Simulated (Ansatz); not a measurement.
Ligand exchange: NaBr + Zn(CH3)(NH2) → NaNH2 + Zn(CH3)Br

Species: NaBr, singlet; Zn(CH3)(NH2), singlet; NaNH2 `[NH2][Na]`, singlet; Zn(CH3)Br, singlet. The partners trade Br for NH2: Na–Br and Zn–NH2 bonds give way to Na–NH2 and Zn–Br.

Shapes, held fixed at every level: PBE0-D4/def2-TZVP. Programs: Ansatz 0.2.0. Electronic energies: no zero-point or thermal term.

| level | kind | ΔE (kJ/mol) | CPU time (sum over the molecules) |
| --- | --- | --- | --- |
| HF/def2-SVP | Hartree–Fock | +112.2 | – |
| SPW92/def2-TZVPP | LDA | +104.5 | 7.6 s |
| PBE-D4/def2-TZVPP | GGA | +97.7 | 14 s |
| B3LYP-D4/def2-TZVPP | global hybrid | +100.4 | 23 s |
| r2SCAN0-D4/def2-TZVPP | global hybrid | +107.9 | 27 s |
| wB97X-V/def2-TZVPP | range-separated hybrid | +106.7 | 44 s |
| wB97M-V/def2-TZVPP | range-separated hybrid | +102.7 | 65 s |

wB97M-V/def2-TZVPP gives ΔE = +102.7 kJ/mol; the levels span +97.7 to +112.2. The median of the levels is +104.5. No measured value is set beside it here. Relativity is left out for Br, Zn unless named. Times are processor times on shared x86 and Arm servers, and rough.
